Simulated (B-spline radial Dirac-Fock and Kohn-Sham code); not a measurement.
A summary of the ionisation energies of iodine (Z = 53) against charge, from relaxed Dirac-Fock hole states (ΔSCF) with Breit and QED corrections and a finite nucleus and from the NIST table. The largest relative steps of the computed values, from charge +5 on, come at I⁷⁺ (46 electrons left, 85.90 to 150.2 eV); I²⁵⁺ (28 electrons left, 799.4 to 1402.5 eV); I⁴³⁺ (10 electrons left, 3184.4 to 7440.4 eV); I⁵¹⁺ (2 electrons left, 9420.9 to 38714.4 eV). The median of |NIST − computed| / NIST over the 53 ions is 0.82 %.

```csv
charge,computed (eV),NIST (eV)
0,10.27,10.45124
3,38.73,40.357
6,85.90,87.61
9,198.6,197
12,277.0,279
15,362.0,365
18,540.9,535
21,639.3,649
24,799.4,800.8
27,1562.4,1553
30,1814.2,1812
33,2080.2,2093
36,2536.9,2510
39,2789.3,2836
42,3184.4,3185.5
45,7912.7,7811
48,8644.2,8867
51,38714.4,38717
```
